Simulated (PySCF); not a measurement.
## Working out the ionisation energy of Sb

Sb [Kr] 4d10 5s2 5p3 (4S) → Sb⁺ [Kr] 4d10 5s2 5p2 (3P). Computed with PySCF 2.14 in aug-cc-pwCVTZ-DK3 (10s9p7d4f1g, 109 functions), with the spin-free X2C one-electron Hamiltonian (Gaussian nucleus). Frozen: [Ar] 3d10. Energies in hartree (1 hartree = 27.21139 eV):

```csv
part,Sb (lower),Sb⁺ (upper)
UHF,-6477.739018,-6477.424149
MP2 opposite-spin,-0.487489,-0.478827
MP2 same-spin,-0.263719,-0.251462
```

Q: What does Hartree-Fock give?

A: (-6477.424149) − (-6477.739018) = 0.314869 hartree = 8.568 eV.

Q: What do MP2 and SCS-MP2 (6/5 opposite-spin, 1/3 same-spin) give?

A: The opposite-spin parts differ by 0.236 eV and the same-spin parts by 0.334 eV. MP2: 8.568 + (0.236) + (0.334) = 9.138 eV. SCS-MP2: 8.568 + 1.2 × (0.236) + (0.334)/3 = 8.963 eV.

Measured between the centres of the two terms (NIST): 9.124 eV, so MP2 (valence and next inner shell) is off by 0.014 eV.

What remains against the reference includes basis incompleteness, the frozen core and correlation beyond second order.
